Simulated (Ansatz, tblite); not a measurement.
Forces on B16N16H36, a nanocrystal cut from zinc blende BN (hydrogen-capped) at its PBE-D4/def2-SVP geometry. Charge 0, multiplicity 1.

The xTB rows come from tblite. Single mean-field runs in def2-SVP are fitted with def2-universal-jkfit.

GFN1-xTB (tblite), largest force 1.01 eV/Å:

```xyz
68
positions Å, forces eV/Å
B     2.408   -1.352   -0.068    0.107   -0.076    0.028
B     1.376   -0.278    2.186    0.078    0.143    0.214
B     2.293    0.937   -1.222    0.100    0.076   -0.049
B     1.262    2.026    1.025    0.080    0.094    0.239
B    -0.741   -1.288    3.296   -0.086   -0.218    0.512
B     0.187   -2.339    1.113   -0.136   -0.230    0.022
B     0.128   -0.033   -0.079   -0.148    0.039    0.090
B    -1.104   -2.075   -1.107   -0.111   -0.235    0.068
B    -1.994   -1.043    1.034   -0.059   -0.427   -0.016
B     1.125   -1.091   -2.275    0.023   -0.059   -0.119
B    -1.218    0.254   -2.280   -0.131    0.184   -0.145
B    -0.802    1.021    2.109    0.279    0.160    0.287
B    -0.971    3.347    0.964   -0.123    0.532    0.135
B    -2.109    1.290   -0.141   -0.093    0.234   -0.351
B    -0.043    2.294   -1.219   -0.158    0.142   -0.168
B    -3.337   -0.754   -1.171   -0.506   -0.131   -0.211
N     1.621   -2.657    0.383    0.539   -0.851    0.119
N     0.576   -1.597    2.429    0.330   -0.373    0.352
N     2.717   -0.755    1.373    0.882   -0.254    0.427
N     2.592    1.763    0.103    0.841    0.563    0.018
N     1.482   -0.383   -0.907   -0.012    0.003    0.007
N     0.538    0.667    1.272   -0.006   -0.061   -0.120
N     1.388    2.010   -1.968    0.466    0.639   -0.633
N     0.352    2.939    0.146    0.286    0.530   -0.103
N     0.209   -2.369   -2.044    0.081   -0.756   -0.668
N    -1.563   -0.327    2.361   -0.629    0.261    0.196
N    -0.641   -1.378    0.208    0.086    0.098   -0.038
N    -0.756    0.933   -0.955    0.096   -0.082    0.053
N    -1.964   -1.075   -1.942   -0.174   -0.271   -0.519
N    -2.845   -0.063    0.154   -0.456    0.226    0.493
N     0.103   -0.221   -3.126    0.048   -0.082   -1.009
N    -1.676    1.963    1.208   -0.613   -0.046    0.352
H     3.444   -1.637   -0.666   -0.335    0.035    0.302
H     1.758    0.247    3.224   -0.052   -0.240   -0.389
H     3.326    0.708   -1.850   -0.343    0.195    0.223
H     1.644    2.576    2.050   -0.056   -0.173   -0.423
H    -0.411   -0.725    4.341   -0.134   -0.220   -0.415
H    -1.344   -2.343    3.499    0.235    0.420   -0.081
H    -0.354   -3.419    1.315    0.287    0.350   -0.081
H    -1.661   -3.150   -0.929    0.251    0.357   -0.146
H    -2.611   -2.075    1.269    0.168    0.383   -0.051
H     2.128   -1.371   -2.928   -0.425    0.054    0.149
H    -1.864    0.991   -3.014    0.282   -0.310    0.189
H    -0.509    1.568    3.165   -0.158   -0.181   -0.346
H    -0.639    3.877    2.025   -0.135   -0.212   -0.418
H    -1.663    4.088    0.264    0.271   -0.296    0.279
H    -2.814    2.042   -0.803    0.197   -0.256    0.270
H    -0.676    3.053   -1.941    0.317   -0.251    0.219
H    -3.922   -1.812   -0.936    0.231    0.421   -0.089
H    -4.012    0.016   -1.856    0.267   -0.302    0.275
H     2.190   -3.156    1.082   -0.371    0.561   -0.256
H     1.534   -3.371   -0.345   -0.157    0.594    0.247
H     1.101   -2.224    3.053   -0.163    0.375   -0.541
H     3.149   -1.494    1.946   -0.526    0.293   -0.393
H     3.451   -0.042    1.387   -0.612   -0.197   -0.164
H     3.379    1.410    0.653   -0.617   -0.064   -0.231
H     2.940    2.695   -0.165   -0.485   -0.532    0.022
H     1.888    2.910   -1.976   -0.316   -0.566    0.313
H     1.271    1.842   -2.970   -0.117   -0.166    0.632
H     0.800    3.852   -0.005   -0.111   -0.668   -0.015
H     0.716   -3.205   -1.744   -0.228    0.611    0.118
H    -0.157   -2.678   -2.956    0.090    0.467    0.540
H    -2.415   -0.113    2.895    0.453   -0.033   -0.438
H    -2.302   -1.525   -2.803    0.422    0.255    0.465
H    -3.709    0.153    0.668    0.600   -0.064   -0.185
H     0.532    0.553   -3.639   -0.185   -0.282    0.570
H    -0.251   -0.800   -3.902    0.106    0.165    0.693
H    -2.529    2.198    1.732    0.466   -0.296   -0.306
```

GFN2-xTB (tblite), largest force 0.86 eV/Å:

```
B -0.253 0.051 0.183
B -0.325 0.078 0.023
B -0.255 0.096 0.160
B -0.319 -0.052 0.090
B -0.067 -0.060 0.189
B -0.254 0.199 0.089
B -0.330 0.086 0.201
B -0.183 0.185 0.213
B 0.128 -0.141 -0.090
B -0.278 0.056 0.138
B -0.176 0.046 0.281
B 0.209 0.003 -0.018
B -0.079 0.181 0.067
B 0.119 0.020 -0.173
B -0.245 -0.069 0.221
B -0.202 -0.032 -0.044
N 0.577 -0.635 0.039
N 0.235 -0.247 0.215
N 0.779 -0.283 0.221
N 0.744 0.407 -0.124
N 0.475 -0.122 -0.290
N 0.232 0.074 0.125
N 0.523 0.451 -0.508
N 0.206 0.338 -0.079
N 0.190 -0.555 -0.625
N -0.373 0.085 0.251
N 0.037 -0.266 -0.053
N 0.018 0.118 -0.245
N -0.091 -0.181 -0.349
N -0.393 0.090 0.216
N 0.171 -0.157 -0.826
N -0.375 0.122 0.234
H -0.498 0.111 0.337
H -0.170 -0.341 -0.604
H -0.501 0.165 0.311
H -0.174 -0.295 -0.627
H -0.207 -0.349 -0.562
H 0.341 0.599 -0.068
H 0.370 0.600 -0.113
H 0.346 0.604 -0.158
H 0.322 0.610 -0.113
H -0.528 0.118 0.286
H 0.397 -0.458 0.377
H -0.208 -0.308 -0.592
H -0.211 -0.259 -0.607
H 0.390 -0.383 0.426
H 0.371 -0.428 0.409
H 0.422 -0.418 0.397
H 0.291 0.610 -0.155
H 0.344 -0.463 0.385
H -0.282 0.420 -0.148
H -0.137 0.459 0.219
H -0.230 0.351 -0.422
H -0.412 0.194 -0.264
H -0.493 -0.159 -0.101
H -0.497 -0.027 -0.168
H -0.384 -0.360 0.014
H -0.241 -0.388 0.260
H -0.108 -0.107 0.506
H -0.184 -0.563 0.040
H -0.210 0.475 0.092
H 0.028 0.357 0.386
H 0.459 -0.076 -0.364
H 0.283 0.246 0.461
H 0.535 -0.091 -0.234
H -0.174 -0.222 0.444
H 0.041 0.102 0.515
H 0.466 -0.210 -0.296
```

PBE-D4/def2-SVP (Ansatz), largest force 0.04 eV/Å:

```
B -0.027 0.025 -0.016
B -0.022 0.003 -0.026
B -0.024 -0.030 0.011
B -0.022 -0.025 -0.012
B 0.002 -0.009 0.015
B -0.006 0.033 -0.010
B 0.014 -0.004 -0.008
B 0.010 0.029 0.016
B 0.031 -0.004 -0.019
B 0.003 0.018 0.036
B 0.012 -0.004 0.034
B 0.029 -0.009 -0.021
B 0.000 0.017 0.002
B 0.031 -0.010 -0.016
B -0.002 -0.029 0.020
B -0.014 -0.006 -0.010
N 0.003 0.006 0.004
N -0.012 0.003 0.006
N -0.004 -0.007 -0.002
N -0.004 0.001 -0.005
N 0.016 -0.003 -0.011
N -0.007 0.008 0.015
N 0.002 0.000 0.007
N -0.012 0.003 0.007
N -0.002 0.007 -0.003
N 0.000 0.010 -0.018
N -0.015 -0.008 0.008
N -0.016 0.009 -0.001
N -0.012 0.003 0.008
N 0.017 0.006 0.010
N -0.001 -0.005 0.004
N 0.002 -0.020 -0.004
H 0.009 -0.003 -0.005
H 0.006 0.006 0.000
H 0.009 -0.002 -0.005
H 0.006 -0.003 0.005
H 0.008 0.005 -0.004
H 0.003 -0.004 -0.009
H -0.002 -0.006 -0.006
H 0.004 -0.007 0.003
H -0.009 0.005 0.006
H 0.008 -0.003 -0.006
H 0.003 0.007 -0.004
H -0.011 0.001 0.004
H 0.009 -0.006 0.001
H 0.003 -0.005 -0.009
H -0.009 0.001 0.008
H -0.001 -0.002 -0.008
H 0.009 -0.005 0.001
H 0.009 0.005 -0.004
H 0.008 -0.012 0.006
H -0.002 0.007 0.000
H -0.001 -0.004 0.009
H 0.011 -0.007 0.009
H -0.008 0.001 -0.003
H -0.006 -0.003 -0.003
H 0.010 0.012 -0.001
H 0.007 0.013 -0.006
H -0.003 -0.005 0.006
H -0.002 0.010 0.002
H -0.001 0.007 0.004
H -0.003 -0.010 -0.012
H -0.006 0.000 0.006
H -0.009 -0.003 -0.005
H -0.008 0.001 0.002
H 0.001 -0.001 0.007
H -0.003 -0.004 -0.014
H -0.006 0.004 0.004
```
